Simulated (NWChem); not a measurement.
System: CH6AlNO; SMILES [NH](C)[AlH][OH]

NWChem input:

```
start job
memory heap 200 mb stack 900 mb global 1100 mb
geometry units angstroms
  Al    -0.615278     0.573617     0.152623
  H     -1.827217     1.365556    -0.284430
  N      0.071910    -0.546396    -1.063324
  C      1.192347    -1.476819    -1.092940
  H     -0.413636    -0.556988    -1.955269
  H      1.919267    -1.207739    -1.868970
  H      0.859145    -2.503058    -1.277434
  H      1.697125    -1.449282    -0.128205
  O     -0.074804     0.831066     1.679715
  H      0.217288     0.997329     2.565011
end
basis spherical
  * library def2-svp
end
dft
  xc pbe0
  iterations 150
end
driver
  maxiter 120
end
task dft optimize
task dft freq
```

Output (shortened):

```
             Northwest Computational Chemistry Package (NWChem) 7.3.0
             --------------------------------------------------------

 CS  symmetry detected

                             Geometry "geometry" -> ""
                             -------------------------

 Output coordinates in angstroms (scale by  1.889725989 to convert to a.u.)

  No.       Tag          Charge          X              Y              Z
 ---- ---------------- ---------- -------------- -------------- --------------
    1 Al                  13.0000    -0.53689139    -0.74936028     0.00000000
    2 H                    1.0000    -1.92015838    -1.36054862     0.00000000
    3 N                    7.0000    -0.46823409     1.03962538     0.00000000
    4 C                    6.0000     0.59840637     2.03170465     0.00000000
    5 H                    1.0000    -1.37312455     1.50071746     0.00000000
    6 H                    1.0000     0.55274437     2.67251570     0.88764027
    7 H                    1.0000     0.55274437     2.67251570    -0.88764027
    8 H                    1.0000     1.55764884     1.51583113     0.00000000
    9 O                    8.0000     0.73134280    -1.78954495     0.00000000
   10 H                    1.0000     1.44619140    -2.41059368     0.00000000

 Effective nuclear repulsion energy (a.u.)     157.5191485781

      Symmetry information
      --------------------

 Group name             Cs
 Group number              2
 Group order               2
 No. of unique centers     9

                                Z-matrix (autoz)
                                --------

 Units are Angstrom for bonds and degrees for angles

      Type          Name      I     J     K     L     M      Value
      ----------- --------  ----- ----- ----- ----- ----- ----------
    1 Stretch                  1     2                       1.51228
    2 Stretch                  1     3                       1.79030
    3 Stretch                  1     9                       1.64024
    4 Stretch                  3     4                       1.45669
    5 Stretch                  3     5                       1.01559
    6 Stretch                  4     6                       1.09573
    7 Stretch                  4     7                       1.09573
    8 Stretch                  4     8                       1.08916
    9 Stretch                  9    10                       0.94695
   10 Bend                     1     3     4               135.12362
   11 Bend                     1     3     5               114.80357
   12 Bend                     2     1     3               116.03576
   13 Bend                     2     1     9               116.80401
   14 Bend                     3     1     9               127.16023
   15 Bend                     3     4     6               111.57883
   16 Bend                     3     4     7               111.57883
   17 Bend                     3     4     8               108.80315
   18 Bend                     4     3     5               110.07281
   19 Bend                     6     4     7               108.20920
   20 Bend                     6     4     8               108.28234
   21 Bend                     7     4     8               108.28234
   22 Bend                    10     1     2               116.20905
   23 Bend                    10     1     3               127.75519
   24 Torsion                  1     3     4     6        -119.40801
   25 Torsion                  1     3     4     7         119.40801
   26 Torsion                  1     3     4     8           0.00000
   27 Torsion                  2     1     3     4         180.00000
   28 Torsion                  2     1     3     5           0.00000
   29 Torsion                  1     2     9    10         180.00000
   30 Torsion                  1     3     9    10         180.00000
   31 Torsion                  4     3     1     9           0.00000
   32 Torsion                  5     3     1     9         180.00000
   33 Torsion                  5     3     4     6          60.59199
   34 Torsion                  5     3     4     7         -60.59199
   35 Torsion                  5     3     4     8         180.00000

                           NWChem Geometry Optimization
                           ----------------------------

 maximum gradient threshold         (gmax) =   0.000450
 rms gradient threshold             (grms) =   0.000300
 maximum cartesian step threshold   (xmax) =   0.001800
 rms cartesian step threshold       (xrms) =   0.001200
 fixed trust radius                (trust) =   0.300000
 source of zmatrix                         =   autoz

          -------------------
          Energy Minimization
          -------------------

 Using diagonal initial Hessian
 Scaling for Hessian diagonals: bonds = 1.00  angles = 0.25  torsions = 0.10

          --------
          Step   0

                                 NWChem DFT Module
                                 -----------------

 Summary of "ao basis" -> "ao basis" (spherical)
 ------------------------------------------------------------------------------
       Tag                 Description            Shells   Functions and Types
 ---------------- ------------------------------  ------  ---------------------
 Al                         def2-svp                 8       18   4s3p1d
 H                          def2-svp                 3        5   2s1p
 N                          def2-svp                 6       14   3s2p1d
 C                          def2-svp                 6       14   3s2p1d
 O                          def2-svp                 6       14   3s2p1d

      Symmetry analysis of basis
      --------------------------

        a'         64
        a"         26

            General Information
            -------------------
          SCF calculation type: DFT
          Wavefunction type:  closed shell.
          No. of atoms     :    10
          No. of electrons :    40
           Alpha electrons :    20
            Beta electrons :    20
          Charge           :     0
          Spin multiplicity:     1
          Use of symmetry is: on ; symmetry adaption is: on
          Maximum number of iterations: 150
          AO basis - number of functions:    90
                     number of shells:    44
          Convergence on energy requested:  1.00D-06
          Convergence on density requested:  1.00D-05
          Convergence on gradient requested:  5.00D-04

              XC Information
              --------------
                         PBE0 Method XC Functional
                     Hartree-Fock (Exact) Exchange  0.250
          PerdewBurkeErnzerhof Exchange Functional  0.750
            Perdew 1991 LDA Correlation Functional  1.000 local
           PerdewBurkeErnz. Correlation Functional  1.000 non-local

[...]

      ----------------------
      Optimization converged
      ----------------------

  Step       Energy      Delta E   Gmax     Grms     Xrms     Xmax
  ---- ---------------- -------- -------- -------- -------- --------
@   15    -413.67754165 -5.3D-08  0.00001  0.00000  0.00052  0.00137
                                     ok       ok       ok       ok

                                Z-matrix (autoz)
                                --------

 Units are Angstrom for bonds and degrees for angles

      Type          Name      I     J     K     L     M      Value     Gradient
      ----------- --------  ----- ----- ----- ----- ----- ---------- ----------
    1 Stretch                  1     2                       1.58292   -0.00000
    2 Stretch                  1     3                       1.77101   -0.00000
    3 Stretch                  1     9                       1.70653    0.00001
    4 Stretch                  3     4                       1.44465   -0.00001
    5 Stretch                  3     5                       1.01535   -0.00001
    6 Stretch                  4     6                       1.10636   -0.00000
    7 Stretch                  4     7                       1.10636   -0.00000
    8 Stretch                  4     8                       1.10061   -0.00000
    9 Stretch                  9    10                       0.95708    0.00001
   10 Bend                     1     3     4               128.69796   -0.00001
   11 Bend                     1     3     5               118.87389    0.00000
   12 Bend                     2     1     3               120.05750    0.00000
   13 Bend                     2     1     9               123.44859   -0.00000
   14 Bend                     3     1     9               116.49391    0.00000
   15 Bend                     3     4     6               112.79561    0.00000
   16 Bend                     3     4     7               112.79561    0.00000
   17 Bend                     3     4     8               109.97757   -0.00000
   18 Bend                     4     3     5               112.42815    0.00000
   19 Bend                     6     4     7               107.09566   -0.00000
   20 Bend                     6     4     8               106.91607    0.00000
   21 Bend                     7     4     8               106.91607    0.00000
   22 Bend                    10     1     2               104.62181    0.00000
   23 Bend                    10     1     3               135.32069   -0.00000
   24 Torsion                  1     3     4     6        -119.24932   -0.00000
   25 Torsion                  1     3     4     7         119.24932    0.00000
   26 Torsion                  1     3     4     8           0.00000   -0.00000
   27 Torsion                  2     1     3     4         180.00000    0.00000
   28 Torsion                  2     1     3     5           0.00000   -0.00000
   29 Torsion                  1     2     9    10         180.00000    0.00000
   30 Torsion                  1     3     9    10           0.00000   -0.00000
   31 Torsion                  4     3     1     9           0.00000   -0.00000
   32 Torsion                  5     3     1     9         180.00000    0.00000
   33 Torsion                  5     3     4     6          60.75068   -0.00000
   34 Torsion                  5     3     4     7         -60.75068    0.00000
   35 Torsion                  5     3     4     8         180.00000    0.00000

                         Geometry "geometry" -> "geometry"
                         ---------------------------------

 Output coordinates in angstroms (scale by  1.889725989 to convert to a.u.)

  No.       Tag          Charge          X              Y              Z
 ---- ---------------- ---------- -------------- -------------- --------------
    1 Al                  13.0000    -0.52452463    -0.71226349     0.00000000
    2 H                    1.0000    -1.89038558    -1.51230063     0.00000000
    3 N                    7.0000    -0.53384835     1.05872341     0.00000000
    4 C                    6.0000     0.58886370     1.96786481     0.00000000
    5 H                    1.0000    -1.42554441     1.54433179     0.00000000
    6 H                    1.0000     0.60836882     2.62491943     0.88990221
    7 H                    1.0000     0.60836882     2.62491943    -0.88990221
    8 H                    1.0000     1.53204531     1.40063249     0.00000000
    9 O                    8.0000     1.00677781    -1.46550119     0.00000000
   10 H                    1.0000     1.17054824    -2.40846357     0.00000000

 Effective nuclear repulsion energy (a.u.)     158.4011063147

      Symmetry information
      --------------------

[...]

 Rotational Constants
 --------------------
 A=   0.389621 cm-1  (  0.560565 K)
 B=   0.121787 cm-1  (  0.175221 K)
 C=   0.094444 cm-1  (  0.135881 K)

 Temperature                      =   298.15K
 frequency scaling parameter      =   1.0000

 Zero-Point correction to Energy  =   47.016 kcal/mol  (  0.074925 au)
 Thermal correction to Energy     =   51.143 kcal/mol  (  0.081502 au)
 Thermal correction to Enthalpy   =   51.736 kcal/mol  (  0.082446 au)

 Total Entropy                    =   77.802 cal/mol-K
   - Translational                =   38.844 cal/mol-K (mol. weight =  75.0265)
   - Rotational                   =   25.379 cal/mol-K (symmetry #  =        1)
   - Vibrational                  =   13.578 cal/mol-K

 Cv (constant volume heat capacity) =   21.921 cal/mol-K
   - Translational                  =    2.979 cal/mol-K
   - Rotational                     =    2.979 cal/mol-K
   - Vibrational                    =   15.962 cal/mol-K

[normal modes left out]

 ----------------------------------------------------------------------------
 Normal Eigenvalue ||           Projected Infra Red Intensities
  Mode   [cm**-1]  || [atomic units] [(debye/angs)**2] [(KM/mol)] [arbitrary]
 ------ ---------- || -------------- ----------------- ---------- -----------
    1       -0.000 ||    0.000002           0.000         0.002       0.000
    2        0.000 ||    0.000047           0.001         0.046       0.009
    3        0.000 ||    0.000023           0.001         0.022       0.004
    4        0.000 ||    0.000078           0.002         0.076       0.015
    5        0.000 ||    0.000010           0.000         0.010       0.002
    6        0.000 ||    0.000048           0.001         0.047       0.009
    7      120.631 ||    0.001479           0.034         1.442       0.283
    8      154.902 ||    0.003378           0.078         3.293       0.646
    9      178.998 ||    0.014203           0.328        13.846       2.716
   10      290.277 ||    0.076100           1.756        74.186      14.552
   11      344.467 ||    0.015649           0.361        15.255       2.992
   12      478.357 ||    0.029381           0.678        28.642       5.618
   13      530.693 ||    0.227154           5.241       221.441      43.436
   14      544.600 ||    0.248207           5.726       241.964      47.461
   15      645.868 ||    0.029589           0.683        28.845       5.658
   16      721.912 ||    0.062344           1.438        60.776      11.921
   17      898.006 ||    0.179452           4.140       174.938      34.314
   18     1079.680 ||    0.017687           0.408        17.242       3.382
   19     1140.236 ||    0.000018           0.000         0.018       0.003
   20     1180.965 ||    0.109158           2.518       106.412      20.873
   21     1390.624 ||    0.043013           0.992        41.931       8.225
   22     1449.563 ||    0.021788           0.503        21.240       4.166
   23     1469.598 ||    0.002821           0.065         2.750       0.539
   24     1494.940 ||    0.006008           0.139         5.857       1.149
   25     1960.618 ||    0.184514           4.257       179.874      35.282
   26     3004.286 ||    0.104831           2.419       102.195      20.045
   27     3064.511 ||    0.046892           1.082        45.712       8.966
   28     3138.757 ||    0.013628           0.314        13.285       2.606
   29     3618.821 ||    0.018033           0.416        17.579       3.448
   30     4002.615 ||    0.113367           2.615       110.516      21.678
 ----------------------------------------------------------------------------
```

Level: PBE0/def2-SVP.
